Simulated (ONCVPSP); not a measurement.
# Reading a pseudo-wave (germanium (Ge))

Columns: radius, all-electron u(r) and pseudo u(r) of the 4s shell (level -29.64 eV) of germanium in the configuration [Ar] 3d10 4s2; LDA (Perdew-Zunger), scalar-relativistic, ONCV scheme, ONCVPSP 4.0.1.

```tsv
r (bohr)	all-electron	pseudo
0.082	0.1055	0.0080
0.165	0.2213	0.0186
0.248	0.0053	0.0339
0.330	-0.2316	0.0553
0.413	-0.3646	0.0844
0.495	-0.3805	0.1208
0.578	-0.3098	0.1653
0.660	-0.1891	0.2161
0.742	-0.0452	0.2730
0.825	0.1052	0.3356
0.908	0.2484	0.4019
0.990	0.3762	0.4694
1.072	0.4871	0.5368
1.155	0.5810	0.6026
1.238	0.6567	0.6631
1.320	0.7147	0.7149
1.402	0.7575	0.7564
1.485	0.7867	0.7862
1.568	0.8038	0.8038
1.650	0.8102	0.8102
1.733	0.8078	0.8078
1.815	0.7979	0.7979
1.898	0.7818	0.7818
1.980	0.7610	0.7610
2.062	0.7363	0.7363
2.145	0.7083	0.7083
```

(1) How many radial nodes do the two functions have?

(2) At about which radius was the pseudo-wave matched?

(3) Is the pseudo-wave norm-conserving?

## Answers

(1) The all-electron 4s function has n − l − 1 = 3 (the table is too coarse to show those close to the nucleus); the pseudo-wave has 0, since the states of the same l below it are removed with the core.

(2) 1.60 bohr. The columns agree to 0.0005 from 1.49 bohr on; several derivatives are matched, so the curves merge somewhat inside the radius.

(3) Yes: the ONCV scheme keeps the norm inside the radius equal to the all-electron one, which fixes the energy derivative of the logarithmic derivative at the level.
